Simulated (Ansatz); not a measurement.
Basis-set extrapolation for CH7BFNSi, SMILES `BC[SiH](N)F` (PBE0-D4/def2-TZVP geometry, frozen core, Ansatz 0.2.0). Multiplicity 1, RHF reference.

```
                      def2-TZVPP   def2-QZVPP
                 HF  -509.659687  -509.679995
    MP2 correlation    -0.861025    -0.928083
CCSD(T) correlation    -0.935622      not run
```

Energies in hartree. Use E(X) = E(∞) + A·exp(−7.88·√X) for Hartree–Fock and E(X) = E(∞) + B·X^(−2.97) for correlation, with X = 3 and 4, and add CCSD(T) minus MP2 of the smaller set to the MP2 limit.

Q: What is the CCSD(T) energy at the basis-set limit?

A: HF limit: -509.679995 + (-0.020308) × 0.13774 = -509.68279. MP2 limit: -0.928083 + (-0.067058) × 0.74074 = -0.97776. Higher-order term: -0.935622 − (-0.861025) = -0.07460. Total: -510.73515 hartree, 367.2 kJ/mol below CCSD(T)/def2-TZVPP.
